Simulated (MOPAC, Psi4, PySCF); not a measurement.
Two rigid molecules brought together: C2H3N ··· CS2 (SMILES CC#N and S=C=S). Monomers: optimised at B3LYP-D3(BJ) (def2-TZVP), held rigid. Orientation: lowest of the rigid-body minima from ten starts at GFN2-xTB. Only R, the distance of the centres of mass, is varied, so the lowest point isn't the relaxed dimer.

Levels: RHF/STO-3G = restricted Hartree-Fock/STO-3G, no counterpoise correction in PySCF 2.14.0; PM6, restricted, heats of formation (MOPAC); RKS-BP86/6-31G* = restricted BP86/6-31G*, spherical d, no counterpoise correction (PySCF); SAPT0/jun-cc-pVDZ, frozen core (Psi4).

Interaction energies in kJ/mol; the last columns give the difference from SAPT0:

```csv
R / Å,RHF/STO-3G,PM6,RKS-BP86/6-31G*,SAPT0/jun-cc-pVDZ,RHF/STO-3G − SAPT0/jun-cc-pVDZ,PM6 − SAPT0/jun-cc-pVDZ,RKS-BP86/6-31G* − SAPT0/jun-cc-pVDZ
3.02,42.08,16.31,46.92,33.76,8.32,-17.44,13.16
3.28,12.75,4.61,18.17,6.63,6.13,-2.02,11.55
3.47,4.22,1.14,8.68,-1.52,5.74,2.66,10.20
3.65,0.68,-0.38,4.22,-4.70,5.38,4.32,8.92
3.86,-0.87,-1.01,1.88,-5.63,4.76,4.62,7.51
4.08,-1.27,-1.01,1.00,-5.22,3.95,4.22,6.22
4.34,-1.22,-0.67,0.74,-4.21,2.99,3.53,4.94
4.63,-1.02,-0.28,0.67,-3.08,2.06,2.80,3.75
5.12,-0.73,0.12,0.46,-1.71,0.99,1.84,2.17
5.88,-0.44,0.30,0.15,-0.67,0.23,0.97,0.81
6.85,-0.25,0.29,0.07,-0.19,-0.06,0.48,0.26
8.12,-0.13,0.21,0.05,-0.02,-0.11,0.23,0.07
```

RHF/STO-3G is furthest from SAPT0/jun-cc-pVDZ at 3.02 (8.32 kJ/mol, above); its mean absolute difference over the points is 3.39 kJ/mol.

PM6 is furthest from SAPT0/jun-cc-pVDZ at 3.02 (-17.44 kJ/mol, below); its mean absolute difference over the points is 3.76 kJ/mol.

RKS-BP86/6-31G* is furthest from SAPT0/jun-cc-pVDZ at 3.02 (13.16 kJ/mol, above); its mean absolute difference over the points is 5.80 kJ/mol.
